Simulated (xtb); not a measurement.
MoO₂Cl₂, SMILES [O]=[Mo](=[O])([Cl])[Cl], multiplicity 1. All values are semi-empirical tight-binding results from xtb (GFN2-xTB unless named), good for trends rather than for accurate numbers. Geometry: GFN2-xTB. The multiplicity is an assumed one; no other spin state was optimised. The isomer is the one that the SMILES or the coordinates give; other isomers of the formula were not compared.

Optimised geometry:

Bonds (Å): Mo1–O2 1.635, Mo1–O3 1.635, Mo1–Cl4 2.146, Mo1–Cl5 2.146. Angles (°): O2–Mo1–O3 117.1, O2–Mo1–Cl4 107.9, O2–Mo1–Cl5 107.9, O3–Mo1–Cl4 107.9, O3–Mo1–Cl5 107.9, Cl4–Mo1–Cl5 107.7.
Charge 0, spin multiplicity 1.

For metal compounds this method's bond lengths and energies can be far off.

Problem. Estimate the properties. (An estimate is asked for; the answer gives what the named calculation found.)

Solution. 
The point group as xtb finds it is C2v and the orbital gap is 3.51 eV. The zero-point energy is 5.0 kcal/mol and the G − E(el) at 298.15 K (modified RRHO) comes out as -14.9 kcal/mol.

Computed atomic charges and the Wiberg bond orders between heavy atoms:
charges (e) Mo1 1.01, O2 -0.46, O3 -0.46, Cl4 -0.05, Cl5 -0.05. Bond orders Mo1–O2 2.09, Mo1–O3 2.09, Mo1–Cl4 1.36, Mo1–Cl5 1.36.
